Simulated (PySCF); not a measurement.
Where the electron goes

Compound: C5H5FOSi.
Structure used (GFN2-xTB), in Å, numbered top down from 1:
```
atom  x, y, z in Å
C1     2.402    1.235    1.010
C2     1.797    0.272    0.617
Si3    0.897   -1.229    0.028
C4    -0.514   -0.612   -1.108
F5    -0.427   -1.091   -2.366
C6    -1.546    0.190   -0.829
C7    -1.739    0.762    0.491
O8    -2.662    1.466    0.814
H9     2.926    2.082    1.350
H10    0.313   -1.957    1.157
H11    1.766   -2.055   -0.810
H12   -2.279    0.441   -1.585
H13   -0.939    0.496    1.213
```

Method used: TDDFT wB97X-D/def2-SVPD, vertical, gas phase, core orbitals frozen in the response in PySCF 2.14.0, density-fitted response routines.

Kohn–Sham orbitals with the atoms that hold most of them (Löwdin shares over 4%, at most four atoms; ? is withheld):

```
orbital  ε (eV)                            atoms
 LUMO+2    1.22  C1 25%, C2 24%, Si3 22%, H10 8%
 LUMO+1    1.12  C1 26%, C2 26%, Si3 23%, H11 7%
   LUMO   -0.46   C4 27%, O8 19%, C7 18%, C6 14%
   HOMO   -9.68                                ?
 HOMO-1  -10.14                                ?
 HOMO-2  -10.73   C2 40%, C1 39%, Si3 7%, H10 4%
 HOMO-3  -10.81    C2 36%, C1 35%, Si3 7%, C4 5%
```

(1) Give the leading atoms of the HOMO.

(2) Give the leading atoms of the HOMO-1.

(3) The HOMO–LUMO gap is 9.22 eV. Where does the response calculation put the lowest singlet, and from which orbitals?

(4) Give energy, strength and leading configuration of S1 and S2, and follow the Löwdin shares of the leading atoms from the occupied to the empty orbital.

Results:

(1) O8 (bonded to C) 62%; C7 (bonded to C, O and H) 16%; H13 (bonded to C) 8%; C6 (bonded to 2 C and H) 8%. By element: oxygen 62%, carbon 24% or more, hydrogen 8% or more.

(2) C6 (bonded to 2 C and H) 30%; C4 (bonded to C, F and Si) 25%; O8 (bonded to C) 13%; F5 (bonded to C) 12%. By element: carbon 55% or more, oxygen 13%, fluorine 12%.

(3) S1 is at 3.80 eV (f = 0.0001), 5.42 eV below the gap, made of HOMO→LUMO (89%). 

(4) 
- S1 (3.80 eV, f 0.0001), HOMO→LUMO (89%): O8 62% → 19%, C7 16% → 18%, C4 at most 6% → 27%
- S2 (5.77 eV, f 0.276), HOMO-1→LUMO (87%): C6 30% → 14%, C4 25% → 27%, O8 13% → 19%

Löwdin shares depend on the basis, the more so with diffuse functions.

One conformer stands for the species.
